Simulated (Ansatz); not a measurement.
Consider the ligand exchange at a B–O bond: `CB(O)S` + H₂S → `CB(S)S` + H₂O.

Program: Ansatz. Geometries: PBE0-D4/def2-TZVP. ΔE: electronic, gas phase. CCSD(T)/CBS adds triple-zeta CCSD(T) − MP2 to the extrapolated MP2 energy (def2 sets, frozen cores). This one scheme is used for every species. One conformer a species, not always the lowest.

| species | MP2/def2-TZVPP energy (Eh) |
| --- | --- |
| `CB(O)S` | -538.72084 |
| H₂S | -398.89878 |
| `CB(S)S` | -861.28006 |
| H₂O | -76.32349 |

**Question.** Work out ΔE.

**Answer.** ΔE = (-861.28006) + (-76.32349) − (-538.72084) − (-398.89878) = 0.01607 Eh = +42.2 kJ/mol. CCSD(T)/CBS gives +44.1 kJ/mol.

Largest T1 diagnostic among the species: 0.013.

The D4 term adds −6.7 kJ/mol with B3LYP and −3.5 kJ/mol with PBE0; it sums over pairs of atoms, weighted by their polarisabilities, and B3LYP, whose exchange is more repulsive, gets the larger term. In def2-TZVPP, CCSD(T) changes the Hartree–Fock value by −18.2 kJ/mol (the triples alone add −3.6 kJ/mol) and MP2 by −25.0 kJ/mol.

B3LYP here is the variant with VWN-RPA as its local correlation; programs differ in this.
